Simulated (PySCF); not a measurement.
These are PySCF 2.14.0 with TPSSh-D3(BJ)/def2-TZVP // r2SCAN-D4/def2-SVP values and carry that method's errors. All species are isolated molecules in the gas phase. One relaxed conformer stands for a flexible species; it need not be the lowest. 

Reference species: [Ta(Cl)5] (neutral, multiplicity 1).

- HOMO–LUMO gap = 4.31 eV
- charge on the central atom (Mulliken) = 1.20 e
- mean distance from the central atom to its bonded neighbours = 2.312 Å
- coordination number = 5

After one change: the HOMO–LUMO gap goes up by 0.56 eV; the charge on the central atom (Mulliken) rises by 0.12 e; the mean distance from the central atom to its bonded neighbours falls by 0.290 Å; the coordination number hardly moves.

Problem. What was changed between the two runs? The new species is one of these.
(A) [Ta(Cl)3(NH2)2]
(B) [Ta(NH2)5]
(C) [Ta(Cl)(NH2)4]
(D) [Ta(Cl)2(NH2)3]

Solution. B, [Ta(NH2)5]
